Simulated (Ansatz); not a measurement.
`CC(C)[NH][GeH3]` at its PBE0-D4/def2-TZVP geometry, where that method's forces vanish. Charge 0, multiplicity 1.

```tsv
atom	x (Å)	y (Å)	z (Å)
C1	1.0618	1.0594	-0.0079
C2	0.5197	-0.3537	0.1109
C3	1.0320	-1.0278	1.3714
N4	-0.9379	-0.3275	0.1417
Ge5	-1.8801	0.3895	-1.2701
H6	0.7415	1.5415	-0.9359
H7	0.7107	1.6695	0.8284
H8	2.1539	1.0528	-0.0047
H9	0.8943	-0.9283	-0.7548
H10	0.7074	-0.4717	2.2547
H11	2.1234	-1.0788	1.3711
H12	0.6506	-2.0497	1.4535
H13	-1.3065	-1.2333	0.4001
H14	-1.9088	1.9221	-1.1556
H15	-3.3044	-0.1781	-1.1659
H16	-1.2576	0.0141	-2.6371
```

**Question.** For each bond, give half the difference of the two atoms' forces along it (eV/Å; positive pushes the atoms apart) under PBE-D4, r2SCAN-D4, B3LYP-D4, ωB97M-V in def2-TZVPP. (Best estimate.)

**Answer.** Ansatz gave: 
```tsv
bond	length (Å)	PBE-D4	r2SCAN-D4	B3LYP-D4	ωB97M-V
C1–C2	1.518	0.01	0.07	0.14	0.11
C1–H7	1.093	0.11	-0.03	-0.06	-0.06
C1–H8	1.092	0.09	-0.03	-0.08	-0.07
C2–C3	1.518	0.02	0.08	0.12	0.10
C2–N4	1.458	0.07	0.18	0.15	0.18
C2–H9	1.104	0.10	-0.07	-0.13	-0.16
C3–H10	1.093	0.11	-0.03	-0.06	-0.06
C3–H11	1.093	0.10	-0.04	-0.07	-0.08
C3–H12	1.094	0.09	-0.04	-0.07	-0.07
N4–Ge5	1.843	0.17	0.04	0.16	0.04
N4–H13	1.011	0.21	0.00	-0.10	-0.08
Ge5–H14	1.537	0.04	-0.06	-0.05	-0.09
Ge5–H15	1.537	0.03	-0.06	-0.05	-0.08
Ge5–H16	1.548	0.04	-0.04	-0.03	-0.08
```

B3LYP here is the variant with VWN-RPA as its local correlation; programs differ in this.
